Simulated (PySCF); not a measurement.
A geometry optimisation on `CCCCNC=O`.

Computed with PBE0-D3(BJ)/def2-SVP geometry optimisation, gas phase (PySCF 2.14.0). Start geometry: GFN2-xTB. The input is one job of a driver script: a line of settings, then coordinates in Å.

Input:
```
{"job": {"xc": "PBE0", "basis": "def2-SVP", "d3": "d3bj", "grid": 2, "kind": "geom"}, "charge": 0, "multiplicity": 1}
C      2.473239     0.905116    -0.531174
C      1.265721     0.399318     0.249115
C      0.368366    -0.481925    -0.618544
C     -0.799668    -1.094657     0.157467
N     -1.748244    -0.101341     0.612393
C     -2.962383     0.044595     0.053660
O     -3.414907    -0.639062    -0.829547
H      3.096873     1.539468     0.094466
H      3.075269     0.069917    -0.881572
H      2.154511     1.482777    -1.396054
H      1.607994    -0.174127     1.114419
H      0.697922     1.256303     0.618384
H     -0.028524     0.104326    -1.449408
H      0.963335    -1.295745    -1.037246
H     -1.359345    -1.772040    -0.491122
H     -0.424304    -1.652669     1.021422
H     -1.445151     0.539540     1.327104
H     -3.529465     0.876522     0.514600
```

Output:
```
step   0  E = -326.53773393  max force = 0.017500
step   1  E = -326.53945564  max force = 0.002944
step   2  E = -326.53948528  max force = 0.001738
step   3  E = -326.53945713  max force = 0.003038
step   4  E = -326.53952310  max force = 0.001276
step   5  E = -326.53951110  max force = 0.001377
step   6  E = -326.53954306  max force = 0.000256
step   7  E = -326.53955602  max force = 0.000384
optimisation converged
```

Energies in Eh; «max force» is the largest Cartesian gradient component in Eh/bohr.

Task: At which steps does the energy rise by more than 1e-5 Eh?

Result: At steps 3 (+0.03 mEh) and 5 (+0.01 mEh).

Summary of the converged run: final energy -326.53956 Eh after 7 steps; dipole 3.78 D.

Task: Give the final coordinates.

Result: 0.073 Å rms from the input after alignment:
```
atom  x, y, z in Å
C1     2.2737    0.9089   -0.5725
C2     1.0875    0.3774    0.2163
C3     0.1952   -0.5532   -0.5937
C4    -0.9862   -1.1231    0.1827
N5    -1.9161   -0.1206    0.6510
C6    -3.1157    0.0966    0.0570
O7    -3.5502   -0.5188   -0.8888
H8     2.9001    1.5782    0.0362
H9     2.9142    0.0875   -0.9313
H10    1.9410    1.4757   -1.4566
H11    1.4471   -0.1544    1.1160
H12    0.4875    1.2285    0.5846
H13   -0.1892   -0.0225   -1.4818
H14    0.7953   -1.3978   -0.9749
H15   -1.5664   -1.7989   -0.4611
H16   -0.6265   -1.7115    1.0447
H17   -1.6547    0.4781    1.4233
H18   -3.6818    0.9241    0.5511
```

Task: Estimate the wall time. Hardware: an Arm Neoverse V1 with one thread (shared host). And the peak memory of the process?

Result: About 83 s, with 0.73 GiB resident at the peak, the Python interpreter and its libraries included.
Labels such as C1 count atoms from 1, the log's own numbers from 0.
